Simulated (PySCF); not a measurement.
Excitations are Tamm–Dancoff values on a coarser integration grid. The basis has no diffuse functions, so Rydberg states are missing or too high.

Cartesian coordinates (Å):
SMILES: S[SiH2][GeH2][SiH2][GeH2][SiH2][GeH2][SH]
```xyz
22

S     -2.9505    -1.9828    -0.7600
Si    -4.0072    -0.0930    -0.7175
Ge    -2.5657     1.5606     0.2136
Si    -0.3787     1.0252    -0.5671
Ge    -0.3545     0.7127    -2.9299
Si     1.7654    -0.1768    -3.5598
Ge     3.5158     1.1774    -2.6772
S      5.5006     0.4122    -3.3962
H     -2.6980    -2.0062     0.5691
H     -4.2794     0.1963    -2.1554
H     -5.3102    -0.2021     0.0080
H     -2.6217     1.4999     1.7525
H     -2.9787     2.9790    -0.2198
H      0.5879     2.1190    -0.2282
H      0.0888    -0.2250     0.1077
H     -0.5572     2.0794    -3.6126
H     -1.4994    -0.2116    -3.3771
H      1.9168    -0.2336    -5.0486
H      1.9174    -1.5588    -3.0100
H      3.3474     2.6639    -3.0510
H      3.6165     1.0630    -1.1486
H      5.1661     0.4771    -4.7047
```
Charge 0, spin multiplicity 1.

### Question
What HOMO, S1 excitation (TDA) and total energy does PySCF with r2SCAN-D4/def2-TZVP // r2SCAN-D4/def2-SVP give?

### Answer

HOMO: -6.16 eV
S1 excitation (TDA): 4.78 eV
total energy: -7904.2713 Ha
